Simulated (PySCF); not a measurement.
Shieldings and the share of exact exchange

Molecule: `N#C[SiH](C#N)C#N`, C₃HN₃Si.

Geometry (Å), atoms numbered from 1 in this order:
```xyz
8

N     0.281    2.806   -0.550
C     0.175    1.713   -0.179
Si    0.009   -0.012    0.445
C     1.402   -1.006   -0.235
N     2.284   -1.639   -0.641
C    -1.566   -0.705   -0.212
N    -2.564   -1.141   -0.606
H     0.018   -0.038    1.922
```

GIAO shieldings (ppm, equivalent atoms averaged) in PySCF 2.14 on the PBE0-D3(BJ)/def2-SVP geometry, basis pcSseg-2, gas phase, non-relativistic:

| functional | exact exchange (%) | σ(N1/N5/N7) | σ(Si3) |
| --- | --- | --- | --- |
| BP86 | 0 | -120.1 | 444.4 |
| PBE | 0 | -121.2 | 445.7 |
| PBE0 | 25 | -125.2 | 453.5 |
| BHandHLYP | 50 | -130.0 | 454.7 |
| HF | 100 | -134.5 | 481.1 |

Question: Fit each shielding as a line in the percentage of exact exchange.

Answer: σ(N1/N5/N7) = -121.2 − 0.14 x (rms 1.0 ppm); σ(Si3) = 443.9 + 0.34 x (rms 3.3 ppm). The functionals also differ in their semilocal parts, which the line can't hold; Hartree–Fock has no correlation at all.

Question: What does the line predict for mPW1PW91 (25 %), and what does the run give?

Answer: σ(N1/N5/N7): -124.7 predicted, -126.2 computed; σ(Si3): 452.4 predicted, 452.1 computed ppm.
